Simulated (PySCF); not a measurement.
Highest orbital energy against ionisation energy along the halogens

Calculated with PySCF 2.14, no spin-orbit coupling. Each cell gives −ε(HOMO) / ΔSCF in eV; NIST values include spin-orbit coupling, (s) semi-empirical, (t) theoretical.

```csv
species,UHF,LDA,PBE,PBE0,r2SCAN,NIST (lowest levels)
"F²⁺ (dyall-av2z, non-relativistic)",63.885 / 62.268,51.613 / 63.189,51.569 / 62.861,54.821 / 62.940,52.812 / 63.186,62.708 (s)
"Cl²⁺ (dyall-av2z, non-relativistic)",39.663 / 38.943,33.017 / 39.639,33.082 / 39.565,34.932 / 39.641,33.739 / 39.806,39.8 ± 0.11 (s)
"Br²⁺ (dyall-av2z, non-relativistic)",35.099 / 34.519,29.410 / 35.192,29.368 / 35.013,31.012 / 35.116,29.959 / 35.312,34.871 ± 0.019
"I²⁺ (dyall-av2z, non-relativistic)",30.127 / 29.655,25.442 / 30.324,25.369 / 30.121,26.771 / 30.228,25.852 / 30.361,29.57 ± 0.025
```

Question: How far is −ε(HOMO) from ΔSCF on average for each method, and why?

Answer: UHF 0.85 eV; LDA -7.22 eV; PBE -7.04 eV; PBE0 -5.10 eV; r2SCAN -6.58 eV. Hartree-Fock orbital energies lack relaxation and so exceed the ΔSCF value; semilocal functionals have convex E(N) from self-interaction, so their HOMO lies far too high; exact exchange moves hybrids part of the way back.
